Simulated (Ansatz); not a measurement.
`BCCS` + CH₃NH₂ → `BNC` + `CCS` at 600 K and 1 bar (ligand exchange at a B–C bond).

Isolated molecules relaxed with PBE0-D4/def2-TZVP in Ansatz; ΔE leaves out vibrations. CCSD(T)/CBS adds triple-zeta CCSD(T) − MP2 to the extrapolated MP2 energy (def2 sets, frozen cores). Each species was taken in one conformer, which may not be the lowest.

```tsv
species	CCSD(T)/CBS energy (Eh)	H − E (kJ/mol)	S (J/(mol·K))
`BCCS`	-502.86181	279.3	412.4
CH₃NH₂	-95.75281	199.3	283.8
`BNC`	-121.18426	242.2	328.7
`CCS`	-477.49091	239.8	348.1
```

H − E and S are ideal-gas, rigid-rotor, harmonic terms from PBE0-D4/def2-TZVP, for one conformer and one mirror image of each species. 1 Eh = 2625.50 kJ/mol, R = 8.31446 J/(mol·K).

By hand: ΔE, ΔH, ΔS and ΔG.

ΔE = (-121.18426) + (-477.49091) − (-502.86181) − (-95.75281) = -0.06055 Eh = -159.0 kJ/mol. Δ(H − E) = 242.2 + 239.8 − 279.3 − 199.3 = 3.4, so ΔH = -155.6 kJ/mol. ΔS = 328.7 + 348.1 − 412.4 − 283.8 = -19.4 J/(mol·K). ΔG = -155.6 − 600 × (-19.4)/1000 = -144.0 kJ/mol.

By hand: the equilibrium constant, and the temperature at which ΔG would vanish if ΔH and ΔS stayed fixed.

log₁₀ K = −ΔG/(RT ln 10) = 12.5. ΔG = 0 at ΔH/ΔS = 8021 K, far beyond where these terms or the molecules hold.

ΔH outweighs TΔS. A doubt of 5 kJ/mol in ΔE shifts log₁₀ K by 0.4 here. Other conformers and mirror images would add mixing entropy, several J/(mol·K) or more a flexible species. These are equilibria of isolated gas molecules and say nothing of rates. Largest T1 diagnostic: 0.012 (customary marks: 0.02 for closed shells, 0.045 for open ones).
